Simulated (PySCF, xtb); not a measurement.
TiFH3, SMILES [F][TiH3], multiplicity 1.

xtb with GFN2-xTB at its own geometry gives an orbital gap of 2.49 eV and a dipole moment of 0.31 D.

Geometry optimised at PBE0-D3(BJ)/def2-TZVP. The spin state was assumed, not searched. The structure was generated by enumeration; whether it is a known compound was not checked.

Q: What does PBE/def2-TZVPD (PySCF) give? (An estimate is asked for; the answer gives what the named calculation found.)

A: gap 3.31 eV (levels -7.59 and -4.29 eV), dipole 0.45 D.
